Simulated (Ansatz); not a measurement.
Molecule: C₂H₄O, net charge 1, doublet state. 
Structure (B3LYP-D3(BJ)/def2-TZVP (Ansatz, a quantum-chemistry and plane-wave program) minimum search):
```
C
H 1 1.0959
H 1 1.0984 2 111.25
H 1 1.0984 2 111.25 3 -117.50
C 1 1.4405 2 112.67 3 121.25
O 5 1.2263 1 137.21 2 0.00
H 6 0.9929 5 120.16 1 0.00
```
Charge +1, spin multiplicity 2.

Basis-set convergence of Hartree-Fock and CCSD(T) correlation energies (hartree) with Ansatz. Correlated levels leave the core frozen unless marked. Open shells are spin-unrestricted. No spin-orbit coupling. Non-relativistic.

| basis | functions | E(HF) | E(corr, CCSD(T)) |
|---|---|---|---|
| cc-pVDZ | - | -152.59237 | -0.46099 |
| cc-pVTZ | 146 | ___ | ___ |

Q: Some entries are withheld; supply them.

A: 
- cc-pVTZ, E(HF): -152.63856
- cc-pVTZ, E(corr, CCSD(T)): -0.56395
